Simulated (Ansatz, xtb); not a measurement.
Two structures of CaHLi

We compare X, `[Li][CaH]`, a singlet, with Y, a singlet given by its coordinates. Both are isolated molecules in the gas phase, relaxed with B3LYP-D3(BJ)/6-311G**.

X (Å):

```yaml
atoms:
  - { symbol: Ca, position_ang: [0.0000, 0.0000, -0.4095] }
  - { symbol: Li, position_ang: [0.0000, 0.0000, 2.8484] }
  - { symbol: H, position_ang: [0.0000, 0.0000, -2.4388] }
```

Y (Å):

```xyz
3

Ca   -0.0399    0.3090   -1.6839
Li    0.8185    0.1138    1.1285
H    -0.3008   -0.7530    0.2746
```

Close contacts (Å): Ca1–Li2 2.95, Ca1–H3 2.24, Li2–H3 1.65.

Question: Estimate which is lower in electronic energy at CCSD(T)/def2-QZVPP, and by roughly how much.

Answer: The CCSD(T)/def2-QZVPP calculation puts structure Y lower, by 0.168 eV.

Level by level:

```tsv
level	geometry	E(Y) − E(X) (eV)	departure from the last row (eV)	job, with rough time for the two
B3LYP-D3(BJ)/6-311G**	B3LYP-D3(BJ)/6-311G**	−0.200	−0.032	optimisation, 36 s
HF/def2-QZVPP	B3LYP-D3(BJ)/6-311G**	+0.065	+0.233	part of the CCSD(T) run
MP2/def2-QZVPP	B3LYP-D3(BJ)/6-311G**	−0.205	−0.038	part of the CCSD(T) run
CCSD(T)/def2-QZVPP	B3LYP-D3(BJ)/6-311G**	−0.168		single point, 45 s
```

HF/def2-QZVPP puts the two in the other order. The largest departure from CCSD(T)/def2-QZVPP is that of HF/def2-QZVPP, 0.233 eV. The closed-shell reference of Y is unstable towards spin breaking, so its energies are less sure. Levels run at GFN2-xTB geometries aren't shown.

With harmonic frequencies from B3LYP-D3(BJ)/6-311G** (ideal gas, rigid rotor, one conformer each, 298.15 K, 1 atm): the zero-point term adds +0.028 eV; ΔH is −0.162 and ΔG −0.143 eV.

The T1 diagnostic of structure Y is large, so the coupled-cluster value is less sure. The correlated steps freeze 5 core orbitals; the last core shell of Ca and Li is correlated, in a basis made for valence electrons. Run with Ansatz 0.2.0; the last row on 1 thread of Intel(R) Xeon(R) Processor @ 2.50GHz (Skylake/Cascade Lake) on a shared host.
